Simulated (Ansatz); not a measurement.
System: sum formula H9Si4O, charge 0, multiplicity 2. It need not be the lowest isomer of its formula. SMILES: [SiH3][Si]([O])([SiH3])[SiH3]
Geometry from a B3LYP-D3(BJ)/def2-TZVP (Ansatz, a first-principles code) optimisation:
```xyz
14

O     -0.6380    -0.5312    -1.7821
Si     0.0356     0.0162    -0.4344
Si    -1.6127    -1.2085     0.8358
Si     2.1402    -0.8663     0.1742
Si    -0.2718     2.2975     0.0946
H     -1.3247    -0.9528     2.2705
H     -1.4692    -2.6458     0.5327
H     -2.9528    -0.6999     0.4837
H      2.4471    -0.4440     1.5634
H      2.1172    -2.3457     0.1028
H      3.1950    -0.3436    -0.7278
H     -1.7022     2.6640    -0.0233
H      0.5334     3.1473    -0.8157
H      0.1828     2.5259     1.4887
```
Charge 0, spin multiplicity 2.

Parts of the frozen-core correlation energy in cc-pV(Q+d)Z (Ansatz, hartree). Frozen orbitals: 21; correlated occupied orbitals by spin: 16 and 15; virtual: 544 and 545. Open shells are spin-unrestricted. No spin-orbit coupling. No relativistic terms.

| term | value |
|---|---|
| reference (HF) | -1235.91478 |
| MP2 opposite-spin | [?] |
| MP2 same-spin | [?] |
| CCSD correlation | [?] |
| (T) | -0.03461 |
| T1 diagnostic | 0.037 |
| largest doubles amplitude | 0.018 |
| <S^2> of the reference | 0.776 |

Task: Complete the blanks.

Result: 
- MP2 opposite-spin, value: -0.61474
- MP2 same-spin, value: -0.13413
- CCSD correlation, value: -0.83836
